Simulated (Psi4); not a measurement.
I3In, singlet, geometry from GFN2-xTB (such geometries of metal compounds can be far from the true shape) (core potentials on I, In); Psi4 1.11 with R2SCAN/def2-SVP.

Here is a job for Psi4.
```
memory 2 GB

molecule mol {
0 1
  In   -0.000000   -0.000000    0.000000
  I     2.544998   -0.412930   -0.808038
  I    -0.933090   -1.239650    2.212027
  I    -1.611908    1.652579   -1.403989
}

set basis def2-svp
set reference rks
set dft_spherical_points 434

energy('r2scan')
print_variables()
```

**Question.** What does Psi4 print? Leave out banner, timings and long lists.

**Answer.** 
```
   => Loading Basis Set <=

    Name: DEF2-SVP
    Role: ORBITAL
    Keyword: BASIS

    !!!  WARNING: ECP capability is in beta. Please check occupations closely.  !!!

         ---------------------------------------------------------
                                   SCF
               by Justin Turney, Rob Parrish, Andy Simmonett
                          and Daniel G. A. Smith
                              RKS Reference
         ---------------------------------------------------------

  ==> Geometry <==

    Molecular point group: c1
    Full point group: C1

    Geometry (in Angstrom), charge = 0, multiplicity = 1:

       Center              X                  Y                   Z               Mass
    ------------   -----------------  -----------------  -----------------  -----------------
         IN          -0.000000000000     0.000000256053     0.000000000000   114.903878776000
         I            2.544998000000    -0.412929743947    -0.808038000000   126.904471900000
         I           -0.933090000000    -1.239649743947     2.212027000000   126.904471900000
         I           -1.611908000000     1.652579256053    -1.403989000000   126.904471900000

  Running in c1 symmetry.

  Rotational constants: A =      0.01213  B =      0.01213  C =      0.00607 [cm^-1]
  Rotational constants: A =    363.66318  B =    363.66314  C =    181.83158 [MHz]
  Nuclear repulsion =  520.480834523561498

  Charge       = 0
  Multiplicity = 1
  Electrons    = 96
  Nalpha       = 48
  Nbeta        = 48

  ==> Algorithm <==

  SCF Algorithm Type is DF.
  DIIS enabled.
  MOM disabled.
  Fractional occupation disabled.
  Guess Type is SAD.
  Energy threshold   = 1.00e-06
  Density threshold  = 1.00e-06
  Integral threshold = 1.00e-12

  ==> Primary Basis <==

  Basis Set: DEF2-SVP
    Blend: DEF2-SVP
    Number of shells: 40
    Number of basis functions: 104
    Number of Cartesian functions: 112
    Spherical Harmonics?: true
    Max angular momentum: 2

  Core potential: DEF2-SVP
    Number of shells: 16
    Number of ECP primitives: 105
    Number of ECP core electrons: 112
    Max angular momentum: 3

  ==> DFT Potential <==

   => LibXC <=

    Version 7.1.2
    S. Lehtola, C. Steigemann, M. J. T. Oliveira, and M. A. L. Marques,  SoftwareX 7, 1–5 (2018) (10.1016/j.softx.2017.11.002)

   => Composite Functional: R2SCAN <=

    r2SCAN Meta-GGA XC Functional  (0.1021/acs.jpclett.0c02405)
    J. W. Furness, A. D. Kaplan, J. Ning, J. P. Perdew, J. Sun  J. Phys. Chem. Lett.  11, 8208–8215, 2020

    Deriv               =              1
    GGA                 =           TRUE
    Meta                =           TRUE

    Exchange Hybrid     =          FALSE
    MP2 Hybrid          =          FALSE

   => Exchange Functionals <=

    1.0000   XC_MGGA_X_R2SCAN

   => Correlation Functionals <=

    1.0000   XC_MGGA_C_R2SCAN

   => LibXC Density Thresholds  <==

    XC_MGGA_C_R2SCAN:  1.00E-15
    XC_MGGA_X_R2SCAN:  1.00E-11

   => Molecular Quadrature <=

    Radial Scheme          =       TREUTLER
    Pruning Scheme         =           NONE
    Nuclear Scheme         =       TREUTLER

    Blocking Scheme        =         OCTREE
    BS radius alpha        =              1
    Pruning alpha          =              1
    Radial Points          =             75
    Spherical Points       =            434
    Total Points           =         120222
    Total Blocks           =           1037
    Max Points             =            256
    Max Functions          =             96
    Weights Tolerance      =       1.00E-15

   => Loading Basis Set <=

    Name: (DEF2-SVP AUX)
    Role: JKFIT
    Keyword: DF_BASIS_SCF

  ==> Integral Setup <==

  SCF_SUBTYPE=INCORE selected. In-core MEM_DF algorithm will be used.
  Using in-core AOs.

  ==> MemDFJK: Density-Fitted J/K Matrices <==

    J tasked:                   Yes
    K tasked:                    No
    wK tasked:                   No
    Algorithm:                 Core
    Schwarz Cutoff:           1E-12
    Mask sparsity (%):       8.9867
    Fitting Condition:        1E-10

   => Auxiliary Basis Set <=

  Basis Set: (DEF2-SVP AUX)
    Blend: DEF2-UNIVERSAL-JKFIT
    Number of shells: 184
    Number of basis functions: 872
    Number of Cartesian functions: 1236
    Spherical Harmonics?: true
    Max angular momentum: 5

  Minimum eigenvalue in the overlap matrix is 1.7105134718E-02.
  Reciprocal condition number of the overlap matrix is 4.7060435785E-03.
    Using symmetric orthogonalization.

  ==> Pre-Iterations <==

  SCF Guess: Superposition of Atomic Densities via on-the-fly atomic UHF (no occupation information).

   -------------------------
    Irrep   Nso     Nmo
   -------------------------
     A        104     104
   -------------------------
    Total     104     104
   -------------------------

  ==> Iterations <==

                           Total Energy        Delta E     RMS |[F,P]|

   @DF-RKS iter SAD: -1074.86876005387785   -1.07487e+03   0.00000e+00
   @DF-RKS iter   1: -1083.38558484324585   -8.51682e+00   8.13978e-03 DIIS/ADIIS
   @DF-RKS iter   2: -1083.37428075017579    1.13041e-02   8.71700e-03 DIIS/ADIIS
   @DF-RKS iter   3: -1083.75940274113918   -3.85122e-01   2.73549e-03 DIIS/ADIIS
   @DF-RKS iter   4: -1083.81666830713220   -5.72656e-02   5.73399e-04 DIIS/ADIIS
   @DF-RKS iter   5: -1083.81929249919449   -2.62419e-03   6.49657e-05 DIIS
   @DF-RKS iter   6: -1083.81931590945692   -2.34103e-05   1.73127e-05 DIIS
   @DF-RKS iter   7: -1083.81931730258202   -1.39313e-06   1.18387e-05 DIIS
   @DF-RKS iter   8: -1083.81931863882369   -1.33624e-06   1.39059e-06 DIIS
   @DF-RKS iter   9: -1083.81931865770025   -1.88766e-08   1.07476e-07 DIIS
  Energy and wave function converged.

  ==> Post-Iterations <==

   Electrons on quadrature grid:
      Ntotal   =   95.9999972655 ; deviation = -2.735e-06

    Orbital Energies [Eh]
    ---------------------

    Doubly Occupied:

       1A     -6.798118     2A     -6.798112     3A     -6.798112
       4A     -4.818946     5A     -4.818945     6A     -4.818944
       7A     -4.808355     8A     -4.808350     9A     -4.808350
      10A     -4.807143    11A     -4.807135    12A     -4.807135
      13A     -4.685486    14A     -3.091105    15A     -3.085647
      16A     -3.085646    17A     -1.869721    18A     -1.869709
      19A     -1.869682    20A     -1.866791    21A     -1.866748
      22A     -1.866744    23A     -1.865806    24A     -1.865801
      25A     -1.865790    26A     -1.857156    27A     -1.857154
      28A     -1.857153    29A     -1.857137    30A     -1.857133
      31A     -1.857131    32A     -0.785258    33A     -0.782851
      34A     -0.782847    35A     -0.779820    36A     -0.779817
      37A     -0.672080    38A     -0.661154    39A     -0.661152
      40A     -0.412269    41A     -0.318010    42A     -0.318008
      43A     -0.280434    44A     -0.265056    45A     -0.265054
      46A     -0.264751    47A     -0.264750    48A     -0.256751

    Virtual:

      49A     -0.149064    50A     -0.098615    51A     -0.005525
      52A     -0.005522    53A      0.094873    54A      0.114411
      55A      0.114417    56A      0.155517    57A      0.212118
      58A      0.212121    59A      0.241861    60A      0.241863
      61A      0.272566    62A      0.344783    63A      0.344787
      64A      0.370136    65A      0.375226    66A      0.390201
      67A      0.390202    68A      0.392256    69A      0.392827
      70A      0.395076    71A      0.395080    72A      0.397905
      73A      0.402183    74A      0.402186    75A      0.415418
      76A      0.415422    77A      0.450694    78A      0.477450
      79A      0.495186    80A      0.495193    81A      0.506427
      82A      0.568448    83A      0.568454    84A      0.678372
      85A      0.678379    86A      0.773257    87A      0.819692
      88A      0.819695    89A     15.804524    90A     16.513430
      91A     16.513434    92A     18.552924    93A     18.552942
      94A     18.618311    95A     18.650870    96A     18.650885
      97A     18.656948    98A     18.667083    99A     18.824883
     100A     18.824886   101A     55.969605   102A     55.971967
     103A     55.971969   104A     61.096958

    Final Occupation by Irrep:
              A
    DOCC [    48 ]
    NA   [    48 ]
    NB   [    48 ]

  @DF-RKS Final Energy: -1083.81931865770025

   => Energetics <=

    Nuclear Repulsion Energy =            520.4808345235614979
    One-Electron Energy =               -2927.7639085505052208
    Two-Electron Energy =                1407.3594184439541550
    DFT Exchange-Correlation Energy =     -83.8956630747106260
    Empirical Dispersion Energy =           0.0000000000000000
    VV10 Nonlocal Energy =                  0.0000000000000000
    Total Energy =                      -1083.8193186577002507

Computation Completed

Properties will be evaluated at   0.000000,   0.000000,   0.000000 [a0]

Properties computed using the SCF density matrix

 Multipole Moments:

 ------------------------------------------------------------------------------------
     Multipole            Electronic (a.u.)      Nuclear  (a.u.)        Total (a.u.)
 ------------------------------------------------------------------------------------

 L = 1.  Multiply by 2.5417464519 to convert [e a0] to [Debye]
 Dipole X            :          0.0000035           -0.0000000            0.0000035
 Dipole Y            :         -0.0000227           -0.0000008           -0.0000235
 Dipole Z            :          0.0000570           -0.0000000            0.0000570
 Magnitude           :                                                    0.0000617

 ------------------------------------------------------------------------------------

  Variable Map:
  ----------------------------------------------------------------------------
  "CURRENT ENERGY"              =>   -1083.819318657700
  "CURRENT REFERENCE ENERGY"    =>   -1083.819318657700
  "DD SOLVATION ENERGY"         =>       0.000000000000
  "DFT FUNCTIONAL TOTAL ENERGY" =>   -1083.819318657700
  "DFT TOTAL ENERGY"            =>   -1083.819318657700
  "DFT VV10 ENERGY"             =>       0.000000000000
  "DFT XC ENERGY"               =>     -83.895663074711
  "GRID ELECTRONS ALPHA"        =>      47.999998632741
  "GRID ELECTRONS BETA"         =>      47.999998632741
  "GRID ELECTRONS TOTAL"        =>      95.999997265483
  "NUCLEAR REPULSION ENERGY"    =>     520.480834523561
  "ONE-ELECTRON ENERGY"         =>   -2927.763908550505
  "PCM POLARIZATION ENERGY"     =>       0.000000000000
  "PE ENERGY"                   =>       0.000000000000
  "SCF ITERATION ENERGY"        =>   -1083.819318657700
  "SCF ITERATIONS"              =>       9.000000000000
  "SCF TOTAL ENERGY"            =>   -1083.819318657700
  "TWO-ELECTRON ENERGY"         =>    1407.359418443954
  "XC GRID RADIAL POINTS"       =>      75.000000000000
  "XC GRID SPHERICAL POINTS"    =>     434.000000000000
  "XC GRID TOTAL POINTS"        =>  120222.000000000000

  Array Variable Map:
  ----------------------------------------------------------------------------
  "CURRENT DIPOLE"              =>       0.000003513501 ... 0.000056989300 1 by 3
  "SCF DIPOLE"                  =>       0.000003513501 ... 0.000056989300 1 by 3
  "SCF TOTAL ENERGIES"          =>   -1074.868760053878 ... -1083.819318657700 1 by 10
```
